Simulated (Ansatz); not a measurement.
Reaction (cleavage of the Ge–Ge bond): `[CH3][GeH]([F])[GeH3]` + `O[SiH](O)O` → `O[SiH](O)[O][GeH3]` + `[CH3][GeH2][F]`

Calculated with Ansatz (gas phase, PBE0-D4/def2-TZVP geometries, no zero-point term in ΔE). CBS: MP2 limit from def2 TZ/QZ plus the TZ coupled-cluster correction, frozen cores. Functionals use def2-TZVPP. For Ge outer-core shells are correlated without core-valence functions, which leaves a few kJ/mol of doubt a bond. Scalar relativity is left out up to krypton. Each species was taken in one conformer, which may not be the lowest.

```tsv
species	PBE-D4 energy (Eh)
`[CH3][GeH]([F])[GeH3]`	-4295.48798
`O[SiH](O)O`	-517.45679
`O[SiH](O)[O][GeH3]`	-2595.35420
`[CH3][GeH2][F]`	-2217.58778
```

Work out ΔE.

ΔE = (-2595.35420) + (-2217.58778) − (-4295.48798) − (-517.45679) = 0.00279 Eh = +7.3 kJ/mol. CCSD(T)/CBS gives -7.5 kJ/mol.

Largest T1 diagnostic among the species: 0.012.

From PBE to PBE0 (25 % exact exchange), in def2-TZVPP and without D4, ΔE moves by −5.1 kJ/mol. In def2-TZVPP, CCSD(T) changes the Hartree–Fock value by +20.9 kJ/mol (the triples alone add +1.4 kJ/mol) and MP2 by +19.9 kJ/mol.
